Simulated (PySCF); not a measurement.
BiCl$_{2}$ (SMILES [Cl][Bi][Cl]), doublet, geometry from GFN2-xTB (such geometries of metal compounds can be far from the true shape) (the spin is typed, not shown lowest) (core potentials on Bi).

Input for PySCF:
```python
from pyscf import gto, scf, dft

mol = gto.M(
    atom='''
Bi    0.31935808   -0.02910973    0.37116121
Cl    0.59421202    0.41454246   -2.06120785
Cl   -2.15343088   -0.27241847    0.24906782
''',
    basis='def2-svpd',
    ecp={'Bi': 'def2-svpd'},
    spin=1,
    verbose=4,
)

mf = dft.UKS(mol)
mf.xc = 'wb97x'
mf.grids.atom_grid = (99, 590)
mf.grids.prune = None
mf.kernel()
```

What does this run give for the number of basis functions, Mulliken (on the basis functions themselves) charges in atom order, total energy?


- number of basis functions: 86
- Mulliken (on the basis functions themselves) charges in atom order: Bi1 1.09, Cl2 -0.55, Cl3 -0.55
- total energy: -1134.8639 Eh

These values belong to the state on which the SCF converged, which isn't shown to be the lowest.

Roughly what does it cost on one core?

about 40 core-seconds (a rough figure).
